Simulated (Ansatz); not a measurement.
Geometry optimisation, Ansatz, RHF/def2-SVP.

input.yaml

```yaml
crystal:
  periodic: [false, false, false]
  atoms:
    - { symbol: Zr, position_ang: [-0.0257, 0.509238, -0.453655] }
    - { symbol: "N", position_ang: [0.527141, -0.12577, 2.837343] }
    - { symbol: H, position_ang: [-0.154971, -0.589827, 3.411577] }
    - { symbol: H, position_ang: [1.43849, -0.380923, 3.176003] }
    - { symbol: O, position_ang: [1.667166, -0.333666, -0.588424] }
    - { symbol: H, position_ang: [2.470923, -0.811366, -0.689613] }
    - { symbol: Cl, position_ang: [-0.478127, 1.26361, -2.676246] }
    - { symbol: O, position_ang: [-1.452728, -0.678618, -0.067598] }
    - { symbol: H, position_ang: [-2.091688, -1.344799, 0.111659] }
    - { symbol: Br, position_ang: [-0.014237, 2.75773, 0.998058] }
    - { symbol: H, position_ang: [0.416231, 0.886791, 2.975395] }
basis:
  gaussian: { orbitals: def2-SVP }
hamiltonian:
  xc: hf
relax:
  f_tol: 0.03
  max_steps: 50
```

Run as:

```bash
$ ansatz run input.yaml --threads 4 --pin off --max-ram 5120MiB --backend cpu --events-out ev --progress --plain --runs-dir out
```

Where does it end, and by what steps?

The run converged. After 12 steps the energy has fallen by 0.611 eV; H3 moved furthest, 0.71 Å. Joined: Zr1–N2 (3.40 → 2.46 Å).

```json
{"step": "0", "energy less start (eV)": "0.0000", "largest force component (eV/Å)": "1.059", "accepted": "yes"}
{"step": "1", "energy less start (eV)": "-0.1718", "largest force component (eV/Å)": "0.694", "accepted": "yes"}
{"step": "2", "energy less start (eV)": "-0.3448", "largest force component (eV/Å)": "1.439", "accepted": "yes"}
{"step": "3", "energy less start (eV)": "-0.4823", "largest force component (eV/Å)": "1.122", "accepted": "yes"}
{"step": "4", "energy less start (eV)": "-0.5139", "largest force component (eV/Å)": "0.880", "accepted": "yes"}
{"step": "5", "energy less start (eV)": "-0.5490", "largest force component (eV/Å)": "0.502", "accepted": "yes"}
{"step": "6", "energy less start (eV)": "-0.5760", "largest force component (eV/Å)": "0.197", "accepted": "yes"}
{"step": "7", "energy less start (eV)": "-0.5967", "largest force component (eV/Å)": "0.167", "accepted": "yes"}
{"step": "8", "energy less start (eV)": "-0.5942", "largest force component (eV/Å)": "0.720", "accepted": "no"}
{"step": "9", "energy less start (eV)": "-0.6044", "largest force component (eV/Å)": "0.097", "accepted": "yes"}
{"step": "10", "energy less start (eV)": "-0.6057", "largest force component (eV/Å)": "0.234", "accepted": "yes"}
{"step": "11", "energy less start (eV)": "-0.6085", "largest force component (eV/Å)": "0.265", "accepted": "yes"}
{"step": "12", "energy less start (eV)": "-0.6106", "largest force component (eV/Å)": "0.029", "accepted": "yes"}
```

```xyz
11
Properties=species:S:1:pos:R:3
Zr 0.049 0.481 0.049
N 0.476 0.001 2.424
H -0.128 -0.749 2.723
H 1.430 -0.300 2.544
O 1.772 -0.372 -0.130
H 2.455 -0.714 -0.682
Cl -0.368 0.918 -2.298
O -1.452 -0.688 0.383
H -2.202 -1.158 0.059
Br -0.048 2.944 0.933
H 0.320 0.789 3.032
```

Whether the end is a true minimum wasn't checked by a vibrational analysis.

Time of the run: 36 s on 4 threads of Arm Neoverse V1, on a shared host, peak memory 0.47 GiB.
